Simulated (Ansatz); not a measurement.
selenium hexafluoride (F₆Se), singlet, at a GFN2-xTB geometry; PBE0/STO-3G in Ansatz (a quantum-chemistry and plane-wave program).

Ansatz was given this input:
Ansatz 0.2 input:
```yaml
crystal:
  periodic: [false, false, false]
  atoms:
    - {symbol: F, position_ang: [0.97227429, -1.31989934, -0.49748921]}
    - {symbol: Se, position_ang: [-0.00000000, 0.00000000, 0.00000000]}
    - {symbol: F, position_ang: [1.22973411, 1.08914258, -0.48628133]}
    - {symbol: F, position_ang: [-1.22973411, -1.08914258, 0.48628133]}
    - {symbol: F, position_ang: [-0.69092966, 0.08112488, -1.56556125]}
    - {symbol: F, position_ang: [0.69092966, -0.08112488, 1.56556125]}
    - {symbol: F, position_ang: [-0.97227429, 1.31989934, 0.49748921]}
basis:
  gaussian:
    orbitals: STO-3G
hamiltonian:
  xc: pbe0
```

The log (banner, timings and long lists left out):

```
Functional definition: PBE0
644 factors; integrals over basis functions are off by at most 1.9e-5 eV
mean field evaluation 1: about -80652.8970 eV, gradient 4.0e1 eV
mean field evaluation 2: about -80657.3915 eV, gradient 2.3e1 eV
mean field evaluation 4: about -80659.3659 eV, gradient 2.0e-1 eV
mean field evaluation 8: about -80659.4568 eV, gradient 2.1e-3 eV
mean field -80659.45675549 eV, -2964.1803628210 hartree, gradient 5.7e-6 eV, S^2 0.000000; 0 other end points of the search recorded, 0 dependent functions left out
reference -80659.45676141 eV, -2964.1803630384 hartree; 44, 44 occupied and 4, 4 virtual orbitals, 644 factors
Total energy: -80659.45676141 eV, -2964.1803630384 hartree
```
